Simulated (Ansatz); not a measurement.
Program: Ansatz 0.2.0.

A structure relaxed at PBE0-D4/def2-TZVP, charge 0, multiplicity 1:

| atom | x (Å) | y (Å) | z (Å) |
| --- | --- | --- | --- |
| C1 | 0.807 | 0.133 | -0.084 |
| Al2 | -0.740 | 1.232 | 0.110 |
| Ga3 | -0.838 | -1.158 | 0.027 |
| H4 | 0.886 | -0.248 | -1.127 |
| H5 | 1.816 | 0.173 | 0.327 |
| H6 | -1.159 | 2.596 | 0.806 |
| H7 | -0.771 | -2.728 | -0.058 |

Question: Give its formula and SMILES.

Answer: CH4AlGa, `[CH2]1[AlH][GaH]1`.

Question: Summarise the bond lengths by kind.

Answer: 1 × Al–C 1.907 Å; 1 × C–Ga 2.094 Å; 2 × C–H 1.091 to 1.113 Å; 1 × Al–Ga 2.394 Å; 1 × Al–H 1.587 Å; 1 × Ga–H 1.574 Å.
